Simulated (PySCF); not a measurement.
## Working out the ionisation energy of Te⁺

Te⁺ [Kr] 4d10 5s2 5p3 (4S) → Te²⁺ [Kr] 4d10 5s2 5p2 (3P). Computed with PySCF 2.14 in aug-cc-pwCVTZ-PP with ECP28MDF (8s7p6d4f1g, 96 functions), with scalar relativity through the core potential. Frozen: 4s2 4p6 4d10. Energies in hartree (1 hartree = 27.21139 eV):

```
            part  Te⁺ (lower)  Te²⁺ (upper)
             UHF  -266.722439   -266.048258
CCSD correlation    -0.078723     -0.063148
             (T)    -0.002452     -0.001392
```

Task: What does Hartree-Fock give?

Result: (-266.048258) − (-266.722439) = 0.674181 hartree = 18.345 eV.

Task: What do CCSD and CCSD(T) give?

Result: The CCSD correlation energies differ by 0.015575 hartree = 0.424 eV and the triples by 0.001060 hartree = 0.029 eV, so CCSD gives 18.769 eV and CCSD(T) 18.798 eV.

Reference: 18.6 ± 0.4 eV (measured; NIST Atomic Spectra Database, ionization energies), between the lowest levels; spin-orbit coupling is absent from the calculation.

What remains against the reference includes basis incompleteness, the frozen core and higher excitations.
